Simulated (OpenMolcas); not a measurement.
# 4d ions of charge +4 along the row

| Property | Result |
| --- | --- |
| Program | OpenMolcas 26.06 |
| Method | SS-CASPT2, IPEA 0.25 Eh, imaginary shift 0.1 Eh |
| Basis | ANO-R3 |
| Scalar Hamiltonian | X2C, finite nucleus |
| Spin-orbit coupling | state interaction with AMFI integrals over the reference wave functions, term energies averaged over their components |

Active space: the 4d shell; CASPT2 also correlates the outermost closed s and p core shells.

B and C come from two terms' centres of gravity (d2, d8: 3P = 15B, 1G = 12B + 2C; d3, d7: 4P = 15B, 2G = 4B + 3C; d4, d6: 3G = 9B + 4C, 3H = 4B + 4C; d5: 4D = 17B + 5C, 4G = 10B + 5C, above the ground term), where all their levels are at least 80 % pure. ζ = ±2S·A comes from the whole width of the ground multiplet by E(J) = (A/2) J(J+1), where its levels are at least 85 % pure. Energies in cm-1.

| Ion | Configuration | Lowest level | Weight (%) | B | B measured | C | C measured | ζ | ζ measured |
| --- | --- | --- | --- | --- | --- | --- | --- | --- | --- |
| Mo4+ | 4d² | ³F₂ | 98 | 752 | 711 | 2923 | 2930 | 912 | 959 |
| Tc4+ | 4d³ | ⁴F_3/2 | 99 |  |  |  |  | 1070 |  |
| Ru4+ | 4d⁴ | ⁵D₀ | 97 |  |  |  |  | 1373 |  |
| Rh4+ | 4d⁵ | ⁶S_5/2 | 99 |  |  |  |  |  |  |
| Pd4+ | 4d⁶ | ⁵D₄ | 98 |  |  |  |  | 1669 |  |
| Ag4+ | 4d⁷ | ⁴F_9/2 | 96 |  |  |  |  | 1982 | 2028 |

Measured columns use the levels in Sugar and Musgrove, J. Phys. Chem. Ref. Data 17, 155 (1988) (Mo4+); the list in Gamrath, thesis, University of Mons (2023) (Ag4+).

The computed ζ goes from 912 (Mo4+) to 1982 cm-1 (Ag4+), a factor of 2.17, rising at every step. It departs from the measured column by -5 to -2 %.

CASPT2 breaks the degeneracy within a term, and the mean is taken; among the low terms the widest spread is 630 cm-1 (4d² ¹G, Mo4+). The CASPT2 spread within a term exceeds the gap to the next term for 4d³ ²P and 4d³ ²H, so the order of their levels is uncertain (figures for Tc4+; the like holds for Ru4+, Pd4+, Ag4+). Measured partners are found by configuration, term and J. A level has none where our copy of the source lacks it or the pairing is in doubt (some pairs that miss far off the trend of their configuration count as doubtful), and it then counts in no deviation. Levels of configurations outside the active space are missing.
